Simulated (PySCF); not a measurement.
PySCF input file for H₃NSSe, SMILES N[Se]S, B3LYP-D3(BJ)/def2-TZVP. Geometry optimised at B3LYP-D3(BJ)/def2-TZVP. One conformer was computed; it need not be the lowest.

```python
import numpy as np
from pyscf import gto, scf, dft, df
from pyscf.hessian import thermo

mol = gto.M(
    atom='''
    Se    0.59480840    0.10532669    0.16164980
    N     0.43019551   -1.73593631    0.11647630
    H     0.58046135   -2.15033596    1.02607725
    H     1.02807834   -2.15163539   -0.58447853
    S    -1.42710085    0.75679496   -0.46863671
    H    -2.00978002    0.76369844    0.74516156
    ''',
    basis='def2-TZVP',
    charge=0,
    spin=0,
    max_memory=1600,
    verbose=3,
)
mf = dft.RKS(mol, xc='b3lyp').density_fit(auxbasis='def2-universal-jkfit')
mf.disp = 'd3bj'
mf.grids.level = 3
mf.conv_tol = 1e-11
mf.max_cycle = 100
mf.kernel()

# analytic Hessian; the response equations are solved on a coarser grid
h, args, fine = mf.Hessian(), (mf.mo_energy, mf.mo_coeff, mf.mo_occ), mf.grids
h.max_memory = max(150, 2.5e-5 * df.make_auxmol(mol, mf.with_df.auxbasis).nao * mol.nelec[0] * (mol.nelec[0] + mol.nao))  # MB; small integral blocks
h1ao = h.make_h1(mf.mo_coeff, mf.mo_occ)
mf.grids = dft.Grids(mol).set(level=1).build(with_non0tab=True)
mo1, mo_e1 = h.solve_mo1(*args, h1ao)
mf.grids = fine
hess = h.hess_elec(*args, mo1, mo_e1, h1ao) + h.hess_nuc()
if mf.do_disp():
    hess += h.get_dispersion()
for i in range(mol.natm):  # the analytic DFT Hessian lacks the response of the grid: restore translational invariance
    hess[i, i] -= hess[i].sum(axis=0)
hess = (hess + hess.transpose(1, 0, 3, 2)) / 2
vib = thermo.harmonic_analysis(mol, hess, imaginary_freq=False)
thermo.dump_normal_mode(mol, vib)
th = thermo.thermo(mf, vib['freq_au'][vib['freq_au'] > 0], 298.15, 101325)
thermo.dump_thermo(mol, th)
g0 = mf.nuc_grad_method().set(verbose=0).kernel()

# dipole derivatives [dipole axis, atom, xyz] from the same response
r, irp = mol.intor('int1e_r'), mol.intor('int1e_irp').reshape(3, 3, mol.nao, mol.nao)
sl, dm0, ok = mol.aoslice_by_atom(), np.array(mf.make_rdm1()), []
dmu = np.einsum('a,xt->xat', mol.atom_charges(), np.eye(3))
for a, (_, _, p0, p1) in enumerate(sl):
    dmu[:, a] += 2 * np.einsum('xtij,ij->xt', irp[:, :, :, p0:p1], dm0.reshape(-1, mol.nao, mol.nao).sum(0)[:, p0:p1])
    for u, c, occ, f in [(mo1, mf.mo_coeff, mf.mo_occ, 4)]:
        dmu[:, a] -= f * np.einsum('tui,xuv,vi->xt', u[a], r, c[:, occ > 0], optimize=True)
L = vib['norm_mode']
ir = 974.8801 * (np.einsum('xat,kat->kx', dmu, L) ** 2).sum(1)       # km/mol
apt = np.einsum('xax->a', dmu) / 3
print('mode   freq/cm-1   IR/(km/mol)')
for k, w in enumerate(vib['freq_wavenumber']):
    print(f'{k + 1:4d} {w:11.2f} {ir[k]:13.3f}')
print('max |gradient| / (hartree/bohr):', abs(g0).max())
print('APT charges:', apt.round(4))
```

Program output:

```
converged SCF energy = -2856.40088188169

WARN: DFTD3 does not support analytical Hessian, using finite difference


WARN: Mole.unit (angstrom) is changed to Bohr

Mode                                 0                   1                   2
Irrep
Freq [cm^-1]                      221.6700            312.1855            343.5173
Reduced mass [au]                   7.2250              1.0750              1.0652
Force const [Dyne/A]                0.2092              0.0617              0.0741
Char temp [K]                     318.9337            449.1654            494.2449
Normal mode                   x     y     z       x     y     z       x     y     z
       0  Se                 0.03  0.03  0.01   -0.01  0.00 -0.00   -0.01  0.00  0.01
       1   N                -0.18  0.03 -0.05   -0.01 -0.01  0.05   -0.00 -0.01 -0.01
       2   H                -0.17  0.00 -0.06    0.56  0.01 -0.03    0.45 -0.05 -0.10
       3   H                -0.20  0.00 -0.06   -0.40  0.00 -0.29   -0.28  0.07 -0.30
       4   S                 0.01 -0.09  0.00    0.02  0.02 -0.00    0.01 -0.03 -0.01
       5   H                 0.01 -0.12  0.00   -0.20 -0.56 -0.10    0.17  0.72  0.06
Mode                                 3                   4                   5
Irrep
Freq [cm^-1]                      360.0755            487.7996            734.3313
Reduced mass [au]                   7.6801              2.6492              1.8273
Force const [Dyne/A]                0.5867              0.3714              0.5806
Char temp [K]                     518.0685            701.8350           1056.5393
Normal mode                   x     y     z       x     y     z       x     y     z
       0  Se                 0.05 -0.02  0.02    0.02  0.02  0.01    0.00 -0.04  0.00
       1   N                 0.01  0.06  0.01   -0.07 -0.17 -0.02   -0.05  0.15 -0.01
       2   H                -0.08 -0.08 -0.04    0.38  0.11  0.05    0.34  0.38  0.04
       3   H                -0.25 -0.06 -0.14    0.37  0.11  0.17    0.31  0.38  0.14
       4   S                -0.12  0.03 -0.04   -0.05  0.02 -0.02   -0.00 -0.00 -0.00
       5   H                -0.05  0.05 -0.01   -0.02  0.02  0.00    0.01 -0.00  0.00
Mode                                 6                   7                   8
Irrep
Freq [cm^-1]                      822.8765           1020.1077           1582.0994
Reduced mass [au]                   1.0438              1.0925              1.0878
Force const [Dyne/A]                0.4164              0.6698              1.6042
Char temp [K]                    1183.9361           1467.7079           2276.2888
Normal mode                   x     y     z       x     y     z       x     y     z
       0  Se                -0.01  0.00  0.01   -0.00  0.00  0.01   -0.00  0.00 -0.00
       1   N                 0.00 -0.00  0.00    0.02 -0.00 -0.07   -0.03  0.07 -0.01
       2   H                 0.04 -0.00 -0.00    0.08  0.64  0.20    0.35 -0.50 -0.29
       3   H                -0.03 -0.00 -0.02   -0.18 -0.64  0.13    0.14 -0.50  0.43
       4   S                -0.01  0.01 -0.03   -0.00 -0.00  0.00   -0.00  0.00 -0.00
       5   H                 0.86 -0.29  0.37    0.00  0.04  0.00   -0.00  0.00  0.00
Mode                                 9                  10                  11
Irrep
Freq [cm^-1]                     2638.1481           3509.9297           3620.0318
Reduced mass [au]                   1.0394              1.0448              1.1007
Force const [Dyne/A]                4.2623              7.5835              8.4985
Char temp [K]                    3795.7077           5050.0073           5208.4198
Normal mode                   x     y     z       x     y     z       x     y     z
       0  Se                 0.00 -0.00  0.00    0.00  0.00  0.00   -0.00  0.00  0.00
       1   N                 0.00  0.00 -0.00    0.03 -0.04  0.01    0.02 -0.00 -0.08
       2   H                -0.00 -0.00  0.00   -0.07  0.27 -0.64    0.10 -0.27  0.60
       3   H                -0.00  0.00 -0.00   -0.38  0.27  0.50   -0.40  0.27  0.47
       4   S                 0.01  0.00 -0.03   -0.00 -0.00 -0.00   -0.00  0.00  0.00
       5   H                -0.41 -0.00  0.89   -0.00 -0.00  0.00   -0.00 -0.00 -0.00
temperature 298.1500 [K]
pressure 101325.00 [Pa]
Rotational constants [GHz] 11.95037 3.50406 2.80370
Symmetry number 1
Zero-point energy (ZPE) 0.03566 [Eh]   93624.370 [J/mol]
                           tot       elec      trans        rot        vib
Entropy [J/mol/K]       304.297      0.000    169.265    106.350     28.681
Cv [J/mol/K]             65.403      0.000     12.472     12.472     40.460
Cp [J/mol/K]             73.717      0.000     20.786     12.472     40.460
Internal energy [J/mol]                      3718.434   3718.434  99122.236
Internal energy [Eh]   -2856.36030  -2856.40088
Enthalpy [J/mol]                             6197.391   3718.434  99122.236
Enthalpy [Eh]          -2856.35935
Gibbs free energy [J/mol]                  -44268.933 -27989.929  90570.855
Gibbs free energy [Eh] -2856.39391
mode   freq/cm-1   IR/(km/mol)
   1      221.67         0.159
   2      312.19        21.995
   3      343.52        21.071
   4      360.08        28.258
   5      487.80        88.931
   6      734.33        50.897
   7      822.88         3.063
   8     1020.11         1.805
   9     1582.10         8.292
  10     2638.15         1.868
  11     3509.93        13.601
  12     3620.03        26.469
max |gradient| / (hartree/bohr): 4.069385257950218e-05
APT charges: [ 0.4055 -0.4974  0.1319  0.1377 -0.1865  0.0088]
```

The calculation finished and met its thresholds.
